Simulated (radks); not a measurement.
The potassium ion K4+, 15 electrons, occupied as [Ne] 3s2 3p3 (the NIST ground configuration). Method: non-relativistic Kohn-Sham, exchange-only PBE, spin-polarised, spherical densities, point nucleus; open shells are filled with parallel spins first; computed with a radial shooting solver on a logarithmic mesh with Libxc functionals.

Normalised radial functions P(r) = r R(r), r in bohr:

```
   r/bohr * 2p up (the largest magnitude, 1.64, reaches the edge; | marks zero)
 0.003336 *
 0.003761 *
  0.00424 *
 0.004743 *
 0.005348 *
 0.005981 *
 0.006744 *
 0.007604 *
 0.008505 *
 0.009589 |*
  0.01081 |*
  0.01209 |*
  0.01363 |*
  0.01537 |*
   0.0172 | *
  0.01939 | *
  0.02169 |  *
  0.02445 |  *
  0.02757 |   *
  0.03083 |    *
  0.03477 |     *
   0.0392 |       *
  0.04384 |        *
  0.04943 |          *
  0.05574 |            *
  0.06234 |               *
  0.07029 |                  *
  0.07862 |                     *
  0.08864 |                         *
  0.09995 |                            *
   0.1118 |                                *
    0.126 |                                     *
   0.1421 |                                         *
    0.159 |                                             *
   0.1792 |                                                *
   0.2005 |                                                   *
    0.226 |                                                     *
   0.2548 |                                                      *
    0.285 |                                                      *
   0.3214 |                                                    *
   0.3624 |                                                 *
   0.4053 |                                             *
    0.457 |                                        *
   0.5152 |                                  *
   0.5763 |                            *
   0.6498 |                     *
   0.7268 |                *
   0.8195 |           *
   0.9239 |       *
    1.033 |    *
    1.165 |  *
    1.314 | *
    1.469 |*
    1.657 *
    1.868 *
    2.089 *
    2.356 *
    2.635 *
    2.971 *
     3.35 *
    3.747 *
    4.224 *
```

2p up: eigenvalue -342.51 eV, 0 radial nodes, <r> = 0.350 bohr, 90 % of the charge inside 0.579 bohr.
